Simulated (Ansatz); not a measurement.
C₄H₄O₂Ti, SMILES `C#[C][Ti]([OH])([OH])[C]#C`, 11 atoms. Total charge 0; spin multiplicity 1. Correlated methods include outer-core shells of Ti, which these sets cover unevenly. Scalar relativity is left out up to krypton. All runs use 4 threads of an Intel Xeon 6975P-C on a shared host. Correlated methods freeze the cores.

**Question.** Give the basis size and wall time and peak host memory of each of these runs in Ansatz. RHF-CCSD(T)/def2-SVP energy; RKS ωB97M-V/def2-QZVPP energy; RKS PBE0-D4/def2-TZVP frequencies; RKS PBE0-D4/def2-SVP energy; RKS PBE0-D4/def2-QZVPP energy; RKS CAM-B3LYP-D4/def2-TZVPP energy; RKS ωB97X-V/def2-TZVPP energy; RKS ωB97M-V/def2-SVP energy; RHF-MP2/def2-QZVPP energy; RKS B2PLYP (frozen core)/def2-TZVPP energy; RKS PBE0-D4/def2-TZVP relaxation (7 steps); RKS BLYP-D4/def2-TZVPP energy. (Estimate.)

**Answer.** Computed: Other jobs shared the machine, so times are rough.

| level | job | functions | wall time | peak host memory (GiB) |
| --- | --- | --- | --- | --- |
| RKS PBE0-D4/def2-SVP | energy | 135 | 1.1 s | 0.41 |
| RKS BLYP-D4/def2-TZVPP | energy | 306 | 2.2 s | 0.48 |
| RKS ωB97M-V/def2-SVP | energy | 135 | 3.6 s | 0.55 |
| RKS CAM-B3LYP-D4/def2-TZVPP | energy | 306 | 3.6 s | 1.1 |
| RKS B2PLYP (frozen core)/def2-TZVPP | energy | 306 | 6.5 s | 1 |
| RKS ωB97X-V/def2-TZVPP | energy | 306 | 7 s | 1.2 |
| RKS PBE0-D4/def2-QZVPP | energy | 555 | 7.5 s | 2.4 |
| RHF-CCSD(T)/def2-SVP | energy | 135 | 8.5 s | 1.1 |
| RKS ωB97M-V/def2-QZVPP | energy | 555 | 16 s | 2.9 |
| RHF-MP2/def2-QZVPP | energy | 555 | 23 s | 4 |
| RKS PBE0-D4/def2-TZVP | relaxation (7 steps) | 255 | 26 s | 0.88 |
| RKS PBE0-D4/def2-TZVP | frequencies | 255 | 2.8 min | 0.87 |
